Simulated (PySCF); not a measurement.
**Mn⁺ (manganese, charge +1) across methods**

[Ar] 3d6, high-spin 5D determinant (an excited configuration). Calculation: PySCF 2.14, in aug-cc-pwCVTZ; no relativity, point nucleus.

```csv
method,E (hartree),mean ε 3p β (eV),mean ε 3d α (eV),mean ε 3d β (eV),Σ⟨r²⟩ (bohr²),⟨S²⟩
B97-3,-1150.555,-57.890,-13.809,-10.598,21.38,6.006
M06-2X,-1150.647,-60.739,-16.022,-12.182,21.22,6.013
r2SCAN,-1150.655,-55.451,-12.077,-8.935,21.63,6.006
PBE0,-1150.474,-57.642,-13.821,-10.513,21.47,6.004
UHF,-1149.53076,-65.090,-19.224,-14.058,20.71,6.011
LDA,-1148.318,-54.957,-12.179,-9.100,21.93,6.004
r2SCAN0,-1150.636,-58.099,-13.997,-10.459,21.28,6.007
PBE,-1150.445,-54.799,-11.933,-9.075,21.97,6.004
```
